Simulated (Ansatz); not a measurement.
A structure relaxed at PBE-D4/def2-SVP in Ansatz, charge 0, singlet:

Cartesian coordinates in Å:
```
Cd 1.2672 1.6033 -2.3832
Cd -1.3342 -1.7167 -0.1271
Cd -0.8292 1.5509 -0.0943
Te -2.7254 0.1549 -1.4369
Te 2.0326 -0.5594 0.6637
Te 1.0470 1.7298 1.8793
Te 0.5421 -2.7628 1.4985
```

Task: Give its formula.

Result: Cd₃Te₄ (the lowest singlet isomer of a short search).

Task: Summarise the bond lengths by kind (pairs closer than 1.2 times the sum of covalent radii, bridged metal pairs left out).

Result: 4 × Cd–Te 2.67 to 2.73 Å; 2 × Te–Te 2.77 to 2.79 Å; 1 × Cd–Cd 3.10 Å.

In the def2 sets Cd, Te take a core potential; there is no spin–orbit coupling. The structure comes from a short search, and lower isomers may exist.
